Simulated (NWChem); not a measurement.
Species: CdCl2; SMILES [Cl][Cd][Cl]

```xyz
3

Cd     0.0000     0.0000     0.0000
Cl     0.0000     0.0000     2.2765
Cl     0.0000     0.0000    -2.2765
```
Atoms are numbered in this order, from 1.

Computed with NWChem. Geometry: optimised at PBE0/def2-SVP (def2 core potentials past Kr).

For level Hartree-Fock/STO-3G, non-relativistic:

- highest occupied level (eV): -9.45
- orbital gap (eV): 15.64

Question: What are these values for level Hartree-Fock/3-21G, non-relativistic?

Answer: The highest occupied level (eV) comes out as -12.16 and the orbital gap (eV) is 12.40.
